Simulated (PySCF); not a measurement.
**From computed data to an observable: entropy of an ideal gas**

H4SiTe, SMILES [SiH3][TeH].

Coordinates come from a B3LYP-D3(BJ)/def2-TZVP optimisation. The def2 effective core potentials stand for the cores of Te; spin–orbit coupling is left out.

B3LYP-D3(BJ)/def2-TZVP run with PySCF gives the harmonic wavenumbers 144, 327, 440, 555, 657, 896, 940, 963, 2114, 2227, 2240, 2246 cm⁻¹ and the rotational temperatures 2.8039, 0.1444, 0.1420 K. The molar mass is 159.72 g/mol, the symmetry number 1, the spin multiplicity 1.

**Question.** Work out the entropy at 298.15 K and 1 atm in the rigid-rotor, harmonic-oscillator model.

**Answer.** 
Translation (Sackur–Tetrode at 1 atm): S = R[1.5 ln M + 2.5 ln T − 1.16487] = 172.0 J/(mol K).
Rotation: q = (√π/σ) T^1.5/√(θA θB θC) = 38100, S = R[ln q + 3/2] = 100.2 J/(mol K).
Vibration: with u = 1.4388 ν/T, each mode gives R[u/(e^u − 1) − ln(1 − e^−u)]:
```tsv
ν (cm⁻¹)	modes	u	S (J/(mol K))
144	1	0.69	11.51
327	1	1.58	5.33
440	1	2.12	3.46
555	1	2.68	2.23
657	1	3.17	1.51
896	1	4.32	0.59
940	1	4.54	0.50
963	1	4.65	0.45
```
The stiffer modes add less than 0.005 each. Sum 25.6 J/(mol K).
Spin: R ln 1 = 0.0 J/(mol K).
Total 297.8 J/(mol K); the program's own thermochemistry gives 297.8. Translation makes up 58 % and vibration 9 %. Anharmonicity, hindered rotation and orbital degeneracy are left out.
